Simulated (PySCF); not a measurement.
B(Cl)(OMe)(NH2) (CH5BClNO), SMILES COB(Cl)N. Atoms are numbered in the order given.

```xyz
10

B      0.1919     0.0721     0.0000
Cl    -0.3856     1.7662     0.0000
O     -0.7609    -0.8956     0.0000
C     -0.4246    -2.2627     0.0000
H      0.1593    -2.5406     0.8970
H     -1.3541    -2.8501     0.0000
H      0.1593    -2.5406    -0.8970
N      1.5757    -0.1714     0.0000
H      2.2493     0.5827     0.0000
H      1.9858    -1.0963     0.0000
```
Charge 0, spin multiplicity 1.

Geometry optimised at B3LYP-D3(BJ)/def2-SVP. This is a generated structure with no PubChem entry under its InChIKey; it may be hypothetical. Other conformers were not sampled.

The numbers are results of ωB97X/def2-TZVP (PySCF), not measurements.

Symmetry labels are those of the subgroup Cs that the program uses (full group Cs).

Computed valence orbital energies around the gap with their symmetry:
```json
[
 {"orbital": "HOMO−7", "symmetry": "A\"", "energy (eV)": "-15.85"},
 {"orbital": "HOMO−6", "symmetry": "A'", "energy (eV)": "-15.27"},
 {"orbital": "HOMO−5", "symmetry": "A'", "energy (eV)": "-13.44"},
 {"orbital": "HOMO−4", "symmetry": "A\"", "energy (eV)": "-12.76"},
 {"orbital": "HOMO−3", "symmetry": "A'", "energy (eV)": "-11.94"},
 {"orbital": "HOMO−2", "symmetry": "A'", "energy (eV)": "-11.20"},
 {"orbital": "HOMO−1", "symmetry": "A\"", "energy (eV)": "-11.02"},
 {"orbital": "HOMO", "symmetry": "A\"", "energy (eV)": "-10.57"},
 {"orbital": "LUMO", "symmetry": "A'", "energy (eV)": "2.60"},
 {"orbital": "LUMO+1", "symmetry": "A\"", "energy (eV)": "3.59"},
 {"orbital": "LUMO+2", "symmetry": "A'", "energy (eV)": "3.84"},
 {"orbital": "LUMO+3", "symmetry": "A'", "energy (eV)": "4.12"}
]
```
